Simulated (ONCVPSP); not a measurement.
## silver, ONCV: configuration errors across variants

ONCVPSP 4.0.1 input, shortened (lines: element, Z, core and valence counts, functional; n l f; lmax; l rc ep ncon nbas qcut; lloc lpopt rc5 dvloc0; l nproj debl; icmod fcfact rcfact), PBEsol, scalar-relativistic:

```
  Ag 47.00    6    4  -116133      upf
    1    0    2.00
    2    0    2.00
    2    1    6.00
    3    0    2.00
    3    1    6.00
    3    2   10.00
    4    0    2.00
    4    1    6.00
    4    2   10.00
    5    0    0.50
    2
    0    1.45    0.00    4    7    9.40
    1    1.15    0.00    4    8    7.40
    2    1.50    0.00    5   10   11.20
    4    4    0.80    4.00
    0    3    2.20
    1    2    3.10
    2    2    3.00
    1    0.60    0.00
```

All-electron excitation energies from the reference (eV): (1) 4s2 4p6 4d10 5s1 -3.020; (2) 4s2 4p6 4d10 5s0 4.726; (3) 4s2 4p6 4d9 5s0 26.840; (4) 4s1 4p6 4d10 5s1 98.953.

2 further variants failed, have other tests or another functional or relativity, and are left out.

Errors AE − PS in meV (a dash: test not solved or not reliable):

```
      change   (1)   (2)   (3)   (4)  bound ghosts  GHOST(+) flags above zero
        base  +0.5  -0.9  -2.7  -151          none                          s
 d: qcut 6.9  +0.5  -0.8  -2.7  -199          none                          s
p: debl 3.85  +0.5  -0.9  -2.7  -151          none                          s
  p: nproj 3  +0.5  -0.9  -2.7  -152          none                          s
```

Give the same row for: all radii but the core radius scaled by about 1.09 (s 1.58, p 1.26, d 1.64 bohr); local potential polynomial inside 0.88 bohr (lpopt 4, dvloc0 4 Ha).

+0.5, -0.9, -2.5, -228; bound ghosts: none; GHOST(+) flags above zero: s.
